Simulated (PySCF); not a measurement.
**Excited states of Re(7+) (rhenium, charge +7)**

Ground state [Xe] 4f14, ¹S. Calculation: PySCF 2.14, in def2-TZVP with the def2 core potential (60 electrons) (6s4p3d1f, 40 functions); a scalar-relativistic core potential. Vertical excitation energies in eV without spin-orbit coupling; excited terms of each kind are numbered among those the solver found. Frozen: nothing.

| term | leading excitation | EOM-EE-CCSD |
| --- | --- | --- |
| 1 3P° | 5p → d | 46.093 |
| 1 3F° | 5p → d | 47.703 |
| 1 1D° | 5p → d | 50.085 |
| 1 3D° | 5p → d | 50.196 |
| 1 1F° | 5p → d | 50.466 |
| 1 1P° | 5p → d | 60.677 |
| 1 3S | 5p → p | 77.353 |
| 1 3D | 5p → p | 78.803 |
| 1 1D | 5p → p | 79.238 |
| 1 1P | 5p → p | 79.705 |
| 1 3P | 5p → p | 79.783 |
| 1 1S | 5p → p | 80.989 |
| 1 3G | 5p → f | 92.406 |
| 1 1G | 5p → f | 92.842 |

The spin-orbit splitting of the hole, absent here, rivals or exceeds the spacing of these terms, so the LS terms are model states.

The 4f shell lies in the core potential, so 4f excitations, among the lowest in this ion, cannot appear.

The solver can miss terms.
